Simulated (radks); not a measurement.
Results of a calculation; reference values are marked as such.
Excited configurations of V II: one electron is placed in a higher orbital outside [Ar] 3d3. The ground configuration is [Ar] 3d4. Code: a radial shooting solver on a logarithmic mesh with Libxc functionals. Model: non-relativistic Kohn-Sham, PBEsol, spin-unpolarised, spherical densities, point nucleus. Excitation = E - E(ground); binding = E(ion) - E, where the ion is the core of charge +2; n* = 2/sqrt(2 binding) in atomic units, and the quantum defect is n - n*.

outer orbital  excitation (eV)  binding (eV)     n*  eigenvalue (eV)
4s                       0.804        14.077  1.966          -10.801
4p                       4.821        10.060  2.326           -7.446
4d                       9.310         5.571  3.126           -4.045
5s                       8.642         6.239  2.954           -4.911
5d                      11.537         3.344  4.034           -2.555
5f                      12.567         2.314  4.850           -1.765
6s                      11.308         3.573  3.903           -2.859
6p                      11.845         3.037  4.234           -2.416
6d                      12.659         2.222  4.949           -1.754
7p                      12.844         2.038  5.168           -1.646
7f                      13.649         1.232  6.646           -0.987

The Delta-SCF ionisation energy is 14.881 eV (NIST Atomic Spectra Database: 14.63 eV, measured). Self-interaction in the functional shifts the binding energies and quantum defects, so they are the method's values and not measured ones. Spin polarisation and multiplet splitting are left out, so open shells lie too high by an amount that depends on their filling.

Beside tabulated values, note that spin-unpolarised runs miss the spin-polarisation part of the exchange energy of open shells.
